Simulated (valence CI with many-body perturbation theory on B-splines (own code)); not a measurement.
Sr XXXII: electric-dipole lines

Computed by configuration interaction combined with many-body perturbation theory (CI+MBPT): five valence electrons over a frozen Dirac-Fock core [He], a basis of 9 s, 9 p, 8 d, 6 f, 3 g, 1 h functions for each j, with the one-electron correlation potential Σ1 (screened to all orders), the two-electron term Σ2, the three-electron term Σ3, Breit, model QED; selected single and double excitations, second order for the rest (own B-spline code, finite nucleus).

No measured spectrum was set against this ion. As an estimate, large intervals hold to a few tenths of a per cent, small ones and those within an open d or f shell to about a per cent. Among the levels kept, up to 1500 cm⁻¹ of a level comes from second order outside the variational space, and about a tenth of that is noise between levels of different J, which matters for small intervals.

Lines 1 to 50 of 227 in falling wavelength, among levels below 2402.6 eV, chosen from the strongest by gf and those to the six lowest levels. Wavelengths and rates use the calculated energies. Electric multipoles are in the length gauge, E1 and E2 with the static RPA response of the core. Weak lines are less certain than strong ones. Lines between different terms over intervals too small for the method are left out, as are lines whose strength nearly cancels. The highest levels of a list are the least certain.

Levels are named by their leading jj configuration (3d3/2^4 stands for four electrons in 3d with j = 3/2), which in mixed levels can hold well under half, so a name can repeat and another be missing. Letters in brackets count levels of one name in rising energy.

```tsv
λ vac (nm)	Upper	Lower	A (s⁻¹)	log gf	Branch %
32.43	(2s^2 2p1/2 2p3/2 3p1/2) J=5/2	(2s^2 2p1/2 2p3/2 3s) J=3/2 [b]	9.51e+08	-1.05	1.0
30.14	(2s^2 2p1/2^2 3p1/2) J=1/2	(2s^2 2p1/2^2 3s) J=1/2	3.01e+09	-1.09	2.8
29.47	(2s^2 2p1/2 2p3/2 3p1/2) J=5/2	(2s^2 2p1/2 2p3/2 3s) J=5/2	1.79e+09	-0.85	1.8
27.83	(2s 2p1/2^2 2p3/2 3p1/2) J=3/2 [a]	(2s 2p1/2^2 2p3/2 3s) J=5/2	3.57e+09	-0.78	0.2
27.41	(2s^2 2p1/2 2p3/2 3p1/2) J=3/2 [a]	(2s^2 2p1/2 2p3/2 3s) J=3/2 [a]	2.04e+09	-1.04	2.4
26.81	(2s 2p1/2^2 2p3/2 3p1/2) J=5/2	(2s 2p1/2^2 2p3/2 3s) J=5/2	3.29e+09	-0.67	0.1
26.18	(2s^2 2p1/2 2p3/2 3d3/2) J=7/2	(2s^2 2p1/2 2p3/2 3p3/2) J=7/2	1.01e+09	-1.08	0.5
25.88	(2s^2 2p1/2 2p3/2 3d5/2) J=3/2 [b]	(2s^2 2p1/2 2p3/2 3p3/2) J=1/2 [b]	1.94e+09	-1.11	0.0
25.48	(2s^2 2p3/2^2 3p1/2) J=5/2	(2s^2 2p3/2^2 3s) J=3/2	2.22e+09	-0.89	1.1
24.79	(2s^2 2p3/2^2 3p1/2) J=3/2	(2s^2 2p3/2^2 3s) J=5/2	3.74e+09	-0.86	0.2
24.33	(2s^2 2p3/2^2 3p1/2) J=1/2	(2s^2 2p3/2^2 3s) J=1/2	5.26e+09	-1.03	1.0
24.12	(2s^2 2p3/2^2 3d5/2) J=7/2	(2s^2 2p3/2^2 3p3/2) J=7/2	1.16e+09	-1.09	0.0
24.03	(2s^2 2p1/2 2p3/2 3p1/2) J=3/2 [b]	(2s^2 2p1/2 2p3/2 3s) J=3/2 [b]	1.95e+09	-1.17	0.3
23.61	(2s^2 2p3/2^2 3d5/2) J=7/2	(2s^2 2p3/2^2 3p3/2) J=5/2	3.92e+09	-0.58	0.1
23.44	(2s^2 2p3/2^2 3p1/2) J=5/2	(2s^2 2p3/2^2 3s) J=5/2	3.72e+09	-0.74	1.9
23.34	(2s^2 2p1/2 2p3/2 3d5/2) J=9/2	(2s^2 2p1/2 2p3/2 3p3/2) J=7/2	5.58e+09	-0.34	92.3
23.29	(2s^2 2p1/2 2p3/2 3d5/2) J=7/2 [a]	(2s^2 2p1/2 2p3/2 3p3/2) J=5/2 [a]	5.07e+09	-0.48	0.2
23.14	(2s^2 2p3/2^2 3d5/2) J=9/2	(2s^2 2p3/2^2 3p3/2) J=7/2	5.62e+09	-0.35	91.2
22.84	(2s 2p1/2^2 2p3/2 3p3/2) J=3/2	(2s 2p1/2^2 2p3/2 3s) J=3/2 [a]	5.38e+09	-0.77	0.0
22.56	(2s^2 2p1/2^2 3d5/2) J=5/2	(2s^2 2p1/2^2 3p3/2) J=3/2	6.17e+09	-0.55	0.0
22.36	(2s^2 2p1/2 2p3/2 3p1/2) J=3/2 [b]	(2s^2 2p1/2 2p3/2 3s) J=5/2	2.61e+09	-1.11	0.4
22.33	(2s^2 2p1/2 2p3/2 3d5/2) J=7/2 [b]	(2s^2 2p1/2 2p3/2 3p3/2) J=5/2 [b]	5.49e+09	-0.48	0.0
21.98	(2s^2 2p1/2 2p3/2 3d5/2) J=5/2 [a]	(2s^2 2p1/2 2p3/2 3p1/2) J=3/2 [b]	3.14e+09	-0.87	0.0
21.62	(2s^2 2p3/2^2 3p3/2) J=1/2	(2s^2 2p3/2^2 3s) J=3/2	6.46e+09	-1.04	0.6
21.56	(2s^2 2p3/2^2 3p3/2) J=5/2	(2s^2 2p3/2^2 3s) J=3/2	4.62e+09	-0.71	3.1
21.34	(2s^2 2p1/2 2p3/2 3d5/2) J=3/2 [a]	(2s^2 2p1/2 2p3/2 3p3/2) J=1/2 [a]	4.43e+09	-0.92	0.0
20.87	(2s^2 2p1/2 2p3/2 3p3/2) J=3/2 [a]	(2s^2 2p1/2 2p3/2 3s) J=5/2	4.29e+09	-0.95	1.7
20.74	(2s 2p1/2^2 2p3/2 3p3/2) J=5/2	(2s 2p1/2^2 2p3/2 3s) J=3/2 [a]	6.23e+09	-0.62	0.0
20.69	(2s^2 2p1/2 2p3/2 3d5/2) J=5/2 [b]	(2s^2 2p1/2 2p3/2 3p3/2) J=3/2 [b]	5.67e+09	-0.66	0.0
20.44	(2s^2 2p1/2 2p3/2 3d3/2) J=5/2 [b]	(2s^2 2p1/2 2p3/2 3p3/2) J=3/2 [a]	3.14e+09	-0.93	0.0
20.44	(2s^2 2p1/2 2p3/2 3p3/2) J=1/2 [a]	(2s^2 2p1/2 2p3/2 3s) J=1/2	5.69e+09	-1.15	4.1
20.28	(2s 2p1/2^2 2p3/2 3p3/2) J=1/2	(2s 2p1/2^2 2p3/2 3s) J=3/2 [a]	8.41e+09	-0.98	0.0
20.08	(2s^2 2p3/2^2 3p3/2) J=5/2	(2s^2 2p3/2^2 3s) J=5/2	4.05e+09	-0.83	2.7
19.73	(2s^2 2p3/2^2 3p3/2) J=7/2	(2s^2 2p3/2^2 3s) J=5/2	1.05e+10	-0.31	8.5
19.71	(2s^2 2p1/2 2p3/2 3p3/2) J=5/2 [a]	(2s^2 2p1/2 2p3/2 3s) J=3/2 [a]	9.91e+09	-0.46	6.6
19.63	(2s^2 2p1/2 2p3/2 3p3/2) J=7/2	(2s^2 2p1/2 2p3/2 3s) J=5/2	1.12e+10	-0.29	14.4
19.50	(2s 2p1/2^2 2p3/2 3p3/2) J=7/2	(2s 2p1/2^2 2p3/2 3s) J=5/2	1.28e+10	-0.23	3.4
19.33	(2s^2 2p1/2 2p3/2 3p3/2) J=3/2 [b]	(2s^2 2p1/2 2p3/2 3s) J=3/2 [b]	6.34e+09	-0.85	0.9
19.23	(2s^2 2p3/2^2 3d3/2) J=5/2	(2s^2 2p3/2^2 3p1/2) J=5/2	3.90e+09	-0.89	0.0
18.87	(2s^2 2p1/2 2p3/2 3p3/2) J=3/2 [a]	(2s^2 2p1/2 2p3/2 3s) J=1/2	5.58e+09	-0.92	2.2
18.71	(2s^2 2p1/2 2p3/2 3d3/2) J=3/2 [b]	(2s^2 2p1/2 2p3/2 3p1/2) J=3/2 [b]	3.25e+09	-1.17	0.0
18.67	(2s^2 2p1/2 2p3/2 3d3/2) J=3/2 [a]	(2s^2 2p1/2 2p3/2 3p1/2) J=3/2 [a]	3.36e+09	-1.15	0.0
18.59	(2s^2 2p1/2 2p3/2 3p1/2) J=3/2 [b]	(2s^2 2p1/2 2p3/2 3s) J=3/2 [a]	4.54e+09	-1.03	0.7
18.51	(2s^2 2p1/2^2 3p3/2) J=3/2	(2s^2 2p1/2^2 3s) J=1/2	1.33e+10	-0.56	8.4
18.47	(2s^2 2p3/2^2 3p3/2) J=3/2 [b]	(2s^2 2p3/2^2 3s) J=1/2	1.11e+10	-0.64	1.8
18.41	(2s^2 2p3/2^2 3d3/2) J=5/2	(2s^2 2p3/2^2 3p1/2) J=3/2	3.27e+09	-1.00	0.0
18.25	(2s^2 2p1/2 2p3/2 3d3/2) J=5/2 [a]	(2s^2 2p1/2 2p3/2 3p1/2) J=3/2 [a]	7.89e+09	-0.63	0.1
18.13	(2s^2 2p3/2^2 3d3/2) J=7/2	(2s^2 2p3/2^2 3p1/2) J=5/2	8.71e+09	-0.46	0.0
18.12	(2s^2 2p1/2 2p3/2 3d3/2) J=7/2	(2s^2 2p1/2 2p3/2 3p1/2) J=5/2	7.96e+09	-0.50	4.3
17.78	(2s^2 2p1/2^2 3d3/2) J=3/2	(2s^2 2p1/2^2 3p1/2) J=1/2	1.03e+10	-0.71	0.1
```

(1) How does gf follow from A for the line at 17.78 nm?

## Answers

(1) gf = 1.4992 × (2J+1)_upper × A / σ², with σ = 562491 cm⁻¹ and 2J+1 = 4: gf = 0.196.
